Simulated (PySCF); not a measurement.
Compound: CH7GeNSi2.
SMILES with atom numbers: `[N:1]#[C:2][Si@H:3]([SiH3:4])[GeH3:5]` (hydrogens: H6 on Si3; H7, H8, H9 on Si4; H10, H11, H12 on Ge5)

A GFN2-xTB structure was refined with PBE0-D3(BJ)/def2-SVP geometry optimisation, gas phase (PySCF). Its GFN2-xTB values:

```tsv
coordinate	GFN2-xTB
N1≡C2	1.126 Å
C2–Si3	1.865 Å
Si3–Si4	2.369 Å
Si3–Ge5	2.339 Å
Si3–H6	1.479 Å
Si4–H7	1.472 Å
Ge5–H10	1.506 Å
Ge5–H11	1.480 Å
N1–C2–Si3	177.6°
C2–Si3–Si4	108.2°
C2–Si3–Ge5	105.6°
Si4–Si3–Ge5	116.1°
```

**Question.** How do these coordinates change at the PBE0-D3(BJ)/def2-SVP level?

**Answer.** 
| coordinate | PBE0-D3(BJ)/def2-SVP (Å or °) | change |
| --- | --- | --- |
| Ge5–H11 | 1.537 | +0.057 |
| Si3–Ge5 | 2.386 | +0.047 |
| N1≡C2 | 1.161 | +0.035 |
| Ge5–H10 | 1.539 | +0.033 |
| Si3–Si4 | 2.345 | -0.024 |
| Si4–H7 | 1.494 | +0.022 |
| Si3–H6 | 1.493 | +0.014 |
| C2–Si3 | 1.861 | -0.004 |
| Si4–Si3–Ge5 | 112.7 | -3.4 |
| C2–Si3–Si4 | 106.8 | -1.4 |
| C2–Si3–Ge5 | 106.9 | +1.3 |
| N1–C2–Si3 | 177.7 | +0.1 |

The energy falls by 7.0 kcal/mol over 7 energy and gradient evaluations, the largest force component goes from 0.0849 to 4.2e-04 Eh/bohr, and the atoms move by 0.093 Å rms after alignment. The bond that changes most is Ge5–H11 (ends: germanium bonded to Si and 3 H; Ge–H hydrogen), which lengthens by 0.057 Å. Bonds longer at the end by more than 0.005 Å: 9 of 11; shorter: 1. Rotational constants go from 2017, 1158, 791.9 to 2001, 1151, 793.4 MHz.

The run used 131 basis functions and 47 SCF cycles in all. Hardware: an Arm Neoverse N1 with one thread, shared host. Cost: 95 s, 0.53 GiB resident at most.

Not checked by PBE0-D3(BJ)/def2-SVP frequencies.
